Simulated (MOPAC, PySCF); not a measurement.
C8H10SSi, SMILES `C=C(c1ccc(cc1)[SiH3])S` (C–C–S–H torsion -11°, S–C–C–C torsion -38°), neutral singlet in the gas phase. 

Z-matrix (Å, degrees):
```
C
C 1 1.4051
H 2 1.0918 1 119.47
C 2 1.3956 3 119.80 1 179.15
H 4 1.0936 2 118.71 3 0.62
C 4 1.4053 5 119.93 2 -179.99
C 1 1.4071 2 118.21 3 -179.96
H 7 1.0917 1 119.31 2 177.56
C 7 1.3928 8 119.89 1 178.57
H 9 1.0941 7 118.67 8 0.94
C 1 1.4861 2 121.58 3 0.27
C 11 1.3449 1 122.80 2 142.93
H 12 1.0919 11 120.22 1 -3.86
H 12 1.0919 13 117.48 11 178.57
S 11 1.7855 12 123.55 13 176.90
H 15 1.3521 11 96.61 12 -11.04
Si 6 1.8812 4 121.27 5 -0.84
H 17 1.4913 6 109.35 4 15.97
H 17 1.4924 18 109.60 5 -133.37
H 17 1.4939 18 108.58 19 -117.50
```
Charge 0, multiplicity 1.

All levels are single points at this geometry (B3LYP-D3(BJ)/def2-SVP); Pople sets use spherical d functions. Orbital energies aren't observables, and empty levels follow the basis.

```
level                            HOMO (eV)  LUMO (eV)  gap (eV)  dipole (D)  vertical IE, Delta-SCF (eV)
-------------------------------  ---------  ---------  --------  ----------  ---------------------------
ωB97X-D3(BJ)/def2-TZVP in PySCF      -8.71       0.57      9.28        1.22                         8.40
B3LYP/3-21G in PySCF                 -6.13      -1.07      5.05        1.50                            –
SVWN5/6-31G* in PySCF                -5.36      -2.02      3.33        1.33                         7.89
HF/3-21G in PySCF                    -8.58       2.46     11.04        1.70                            –
PM6 in MOPAC                         -8.96      -0.49      8.46        1.19                            –
PM7 in MOPAC                         -8.80      -0.47      8.33        1.36                            –
```
